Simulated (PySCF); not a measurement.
CH6O2Si2, SMILES O[Si@H]1OC[SiH2]1.

Geometry optimised at PBE-D3(BJ)/def2-SVP. The structure was generated by enumeration; whether it is a known compound was not checked. The values are those of a single conformer.

Two levels are set side by side: TDA-PBE/def2-SVPD (PySCF) and TDA-ωB97X/def2-SVPD (PySCF). Vertical, same geometry. The lowest singlet is HOMO→LUMO 89 % with PBE and HOMO→LUMO 85 % with the other functional; states are paired by order. Differences are taken from unrounded values.

| quantity | TDA-PBE |
|---|---|
| lowest singlet excitation (eV) | 5.47 |
| lowest triplet excitation (TDA) (eV) | 4.80 |
| first bright state (f over 0.05) (eV) | 6.17 |
| its oscillator strength | 0.08 |

### Question
These are the TDA-PBE values. What does TDA-ωB97X give? (An estimate is asked for; the answer gives what the named calculation found.)

### Answer

```json
[
 {"quantity": "lowest singlet excitation (eV)", "TDA-ωB97X": "6.28", "TDA-PBE minus TDA-ωB97X": "-0.81"},
 {"quantity": "lowest triplet excitation (TDA) (eV)", "TDA-ωB97X": "5.37", "TDA-PBE minus TDA-ωB97X": "-0.58"},
 {"quantity": "first bright state (f over 0.05) (eV)", "TDA-ωB97X": "7.03", "TDA-PBE minus TDA-ωB97X": "-0.86"},
 {"quantity": "its oscillator strength", "TDA-ωB97X": "0.25", "TDA-PBE minus TDA-ωB97X": "-0.17"}
]
```

Functionals without exact exchange tend to place singlet excitations lower, as here. Differences between two approximate levels are no errors against the true value.

Rough cost on one machine, each run with all the roots and properties that it gave: TDA-ωB97X against TDA-PBE about 5 times.
